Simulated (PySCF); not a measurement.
All values below come from PySCF 2.14.0 with PBE0-D3(BJ)/def2-SVP // CAM-B3LYP-D3(BJ)/def2-SVP. Isolated molecules, 0 K electronic values unless said otherwise. Delta-SCF ions had no search for a lower state. 

Reference species: cyclo[10]carbon `c1c#cc#cc#cc#cc#1` (neutral, multiplicity 1).

```yaml
HOMO–LUMO gap: 5.67 eV
HOMO: -7.85 eV
LUMO: -2.18 eV
vertical ionisation energy (Delta-SCF): 9.54 eV
```

After one change: the HOMO–LUMO gap decreases by 1.89 eV; the HOMO rises by 0.86 eV; the LUMO drops by 1.04 eV; the vertical ionisation energy (Delta-SCF) decreases by 1.25 eV.

**Question.** Which change was made? The new species is one of these.
A) cyclo[12]carbon `C1#CC#CC#CC#CC#CC#C1`
B) cyclo[30]carbon `c1c#cc#cc#cc#cc#cc#cc#cc#cc#cc#cc#cc#cc#cc#cc#1`
C) cyclo[18]carbon `c1c#cc#cc#cc#cc#cc#cc#cc#cc#1`
D) cyclo[28]carbon `C1#CC#CC#CC#CC#CC#CC#CC#CC#CC#CC#CC#CC#CC#C1`

**Answer.** C, cyclo[18]carbon `c1c#cc#cc#cc#cc#cc#cc#cc#cc#1`
